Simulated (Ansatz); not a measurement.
Problem. Predict a relaxed structure of TiSe2⁺ (the lowest doublet isomer of a short search), charge 1, doublet, at PBE0-D4/def2-TZVP (Ansatz).

Solution. 
Cartesian coordinates in Å:
```
Ti -0.866 -0.553 0.165
Se -0.186 1.480 0.706
Se 1.051 -0.927 -0.871
```
Point group C2v (tolerance 0.1 Å). The metal has 2 neighbours: Se 2.21 Å, Se 2.21 Å. This is one stationary point.

The charge 1 doublet is spin-contaminated (final ⟨S²⟩ up to 0.90, 0.75 for a pure state). The relaxation made no stability test and no search for a lower SCF solution. At PBE0-D4/def2-TZVP a quartet of charge 1 lies 0.36 eV below the doublet, each at its own geometry. The structure comes from a short search, and lower isomers may exist.
